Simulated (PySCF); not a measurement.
A GIAO shielding run with PySCF 2.14 (density fitting, non-relativistic, gas phase) on `C[SiH2]S[C@H](C)C(F)F`, C4H10F2SSi:

```
$ OMP_NUM_THREADS=1 python probes_run.py task.json out

{"job": {"kind": "nmr", "xc": "PBE0", "basis": "pcSseg-1"}, "charge": 0, "multiplicity": 1}
C      2.726522    -0.364070     0.488339
Si     1.872441     0.761636    -0.779209
S      0.053973    -0.207962    -1.453874
C     -0.991644    -0.139117     0.055555
C     -1.792090    -1.423577     0.194472
C     -1.916490     1.062192    -0.073717
F     -1.220293     2.224358    -0.063247
F     -2.759955     1.136967     0.988438
H      2.123489    -0.515034     1.381258
H      2.933047    -1.344189     0.063944
H      3.672160     0.066113     0.804167
H      2.619361     0.875969    -2.022120
H      1.495524     2.045573    -0.203009
H     -0.346100     0.011769     0.923028
H     -2.407450    -1.576382    -0.689303
H     -1.115898    -2.268526     0.292051
H     -2.433293    -1.373983     1.072475
H     -2.522064     1.034578    -0.990905
```

Hardware: 1 thread of an Arm Neoverse V1, shared host. The job also computes population analyses, field gradients.

(1) How large is the calculation?

(2) How long does it take, and how much memory does it need?

## Answers

(1) 82 electrons, 200 basis functions and 1084 auxiliary functions.

(2) 47 s of wall time, with 12 SCF cycles and 4 response iterations; peak memory 0.9 GiB. Times on a shared host scatter by some tens of per cent.
